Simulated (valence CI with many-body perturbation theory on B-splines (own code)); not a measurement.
# E1 transitions of Pm III

Calculated by configuration interaction combined with many-body perturbation theory (CI+MBPT): five valence electrons over a frozen Dirac-Fock core [Xe], radial functions for each j: 7 s, 7 p, 7 d, 7 f, 4 g, 2 h, with the one-electron correlation potential Σ1 (screened to all orders), the two-electron term Σ2, the three-electron term Σ3, Breit, model QED; the open f shell's mean field enters the energy denominators; selected single and double excitations, second order for the rest, scaled by the run's own slope (own B-spline code, finite nucleus).

With an open or low-lying f shell, different configurations can be misplaced against each other by up to about 5,000 cm⁻¹. No measured spectrum was set against this ion. As an estimate, terms of the open shell hold to a few per cent of their energy, and close levels can change places; configurations with another count of f electrons can be misplaced by thousands of cm⁻¹. Not all symmetries were solved, so the list stops early. Among the levels kept, up to 2400 cm⁻¹ of a level comes from second order outside the variational space, and about a tenth of that is noise between levels of different J, which matters for small intervals.

Lines 1 to 5 of 5 in falling wavelength, among levels below 2.296 eV, chosen from the strongest by gf and those to the six lowest levels. Wavelengths and rates use the calculated energies, so an error of 2000 cm⁻¹ moves a line at 1099 nm by 22 % and its rate by three times that or more. Electric multipoles are in the length gauge, E1 and E2 with the static RPA response of the core. Weak lines are less certain than strong ones. Lines between different terms over intervals too small for the method are left out, as are lines whose strength nearly cancels. The highest levels of a list are the least certain.

| λ vac (nm) | Upper | Lower | A (s⁻¹) | S (a.u.) |
| --- | --- | --- | --- | --- |
| 1099 | 4f4 5d 6L_11/2 | 4f5 6F°_11/2 | 5.32e-03 | 4.18e-08 |
| 974.1 | 4f4 5d 6L_11/2 | 4f5 6F°_9/2 | 2.62e-02 | 1.43e-07 |
| 723.1 | 4f4 5d 6L_11/2 | 4f5 6H°_13/2 | 7.40e-01 | 1.66e-06 |
| 665.9 | 4f4 5d 6L_11/2 | 4f5 6H°_11/2 | 5.33e+00 | 9.32e-06 |
| 620.2 | 4f4 5d 6L_11/2 | 4f5 6H°_9/2 | 1.36e+01 | 1.92e-05 |
